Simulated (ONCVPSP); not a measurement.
## Before and after: ONCV potential for Gd (Z = 64)

gadolinium, optimised norm-conserving Vanderbilt (ONCV), made with ONCVPSP 4.0.1 (PBE, scalar-relativistic). Core [Kr] 4d10, reference 4f7 5s2 5p6 5d1 6s2. Waves: 5s+6s: rc 1.75 bohr, ncon 3, nbas 8, qcut 5.7 1/bohr, 2 projectors; 5p: rc 2.25 bohr, ncon 4, nbas 7, qcut 5 1/bohr, 3 projectors, debl 3.9 Ha; 5d: rc 3.10 bohr, ncon 3, nbas 8, qcut 5.9 1/bohr, 1 projector; 4f: rc 1.35 bohr, ncon 5, nbas 10, qcut 10.7 1/bohr, 1 projector. Local part: polynomial inside 0.95 bohr (lpopt 5, dvloc0 2 Ha). Core correction: Teter function, fcfact 2, rcfact 1.15.

Change: p: rc 3.24. In the p channel the program set the typed energies aside and used -1.002, 0.050, 3.950 Ha.

Cutoffs: the cutoffs (Ha) at which the residual kinetic energy of the hardest occupied pseudo-wave falls to 1 and 0.1 mHa per electron; they do not see the model core or the augmentation charge, which bear on the density cutoff. Errors are all-electron minus pseudo energies relative to the spin-unpolarised reference configuration.

Question: Predict the effect on cutoff, ghosts and configuration errors.

Answer: The potential gets neither clearly harder nor softer (159 Ha and 231 Ha → 159 Ha and 231 Ha); both files keep a bound ghost (s); of the 3 tests that both files solve, the error grows in 1 and shrinks in 0 by more than 15 % and 0.3 meV (median size 5.6 → 7.2 meV).

```tsv
quantity	base	changed
cutoff, loose	159 Ha	159 Ha
cutoff, tight	231 Ha	231 Ha
loose cutoff by channel	s 13 Ha, p 6.8 Ha, d 8.1 Ha, f 159 Ha	s 13 Ha, p 7.1 Ha, d 8.1 Ha, f 159 Ha
bound ghosts	s	s
GHOST(+) flags under 300 eV	p at 207.2 eV	p at 109.1 eV
tests counted as reliable (solved cleanly; for ONCVPSP, near-neutral configurations with less than one 5d electron left out)	3 of 4	3 of 4
error for 4f7 5s2 5p6 5d1 6s1, meV [ΔE 6.65 eV]	-1.9	-2.0
error for 4f7 5s2 5p6 5d1 6s0, meV [ΔE 18.75 eV]	-5.6	-7.2
error for 4f8 5s2 5p6 5d1 6s0, meV [ΔE 4.08 eV]	+84	+90
s: phases at 1.78 bohr within 0.05 rad from the reference energy up to (Ha; the scan ends near 5)	to the end of the scan	to the end of the scan
d: phases at 3.14 bohr within 0.05 rad from the reference energy up to (Ha; the scan ends near 5)	0.8	0.8
f: phases at 1.37 bohr within 0.05 rad from the reference energy up to (Ha; the scan ends near 5)	1.2	1.2
rms error of d²Exc/dni dnj with the model core, mHa	4.35	4.35
```

 A true bound ghost makes a file unfit for plane-wave use even where its test errors are small: the radial tests pick states by their node count and pass the ghost by.
